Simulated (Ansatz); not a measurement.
One change: `[F][Ge]([Cl])([Cl])[I]` becomes `F[Si](Cl)(Cl)I`.

Ansatz, PBE0-D4/def2-TZVP geometries, multiplicity 1. 

Elements past krypton have def2 core potentials. Scalar relativity is left out up to krypton.

```
                                                                                  property  `[F][Ge]([Cl])([Cl])[I]`
                                                   HOMO–LUMO gap (ωB97M-V/def2-TZVPP) / eV                     10.12
                                            zero-point energy (PBE0-D4/def2-TZVP) / kJ/mol                      15.9
                                        size of the dipole moment (ωB97M-V/def2-TZVPP) / D                      1.58
                                                       HOMO energy (B3LYP/def2-TZVPP) / eV                     -8.28
                                                       HOMO–LUMO gap (PBE/def2-TZVPP) / eV                      3.92
ideal-gas entropy at 298 K and 1 bar (rigid rotor, harmonic PBE0-D4/def2-TZVP) / J/(mol·K)                       379
```

(1) What does the change do to each property? (Estimate.)

## Answers

(1) Computed: 
```json
{"property": "HOMO–LUMO gap (ωB97M-V/def2-TZVPP) / eV", "`F[Si](Cl)(Cl)I`": "11.17", "shift": "1.05"}
{"property": "zero-point energy (PBE0-D4/def2-TZVP) / kJ/mol", "`F[Si](Cl)(Cl)I`": "20.5", "shift": "4.6"}
{"property": "size of the dipole moment (ωB97M-V/def2-TZVPP) / D", "`F[Si](Cl)(Cl)I`": "0.77", "shift": "-0.81"}
{"property": "HOMO energy (B3LYP/def2-TZVPP) / eV", "`F[Si](Cl)(Cl)I`": "-8.05", "shift": "0.23"}
{"property": "HOMO–LUMO gap (PBE/def2-TZVPP) / eV", "`F[Si](Cl)(Cl)I`": "5.02", "shift": "1.10"}
{"property": "ideal-gas entropy at 298 K and 1 bar (rigid rotor, harmonic PBE0-D4/def2-TZVP) / J/(mol·K)", "`F[Si](Cl)(Cl)I`": "362", "shift": "-17"}
```

With PBE0 the HOMO rises by 0.23 eV and the LUMO rises by 1.31 eV, so the gap widens by about 1.08 eV. PBE moves the HOMO by 0.21 eV and ωB97M-V by 0.24 eV. Dipoles are sizes alone; their direction can turn.

B3LYP here is the variant with VWN-RPA as its local correlation; programs differ in this.

Spin–orbit coupling is left out; it splits and shifts lone-pair levels of the heavy atoms by tenths of an eV.
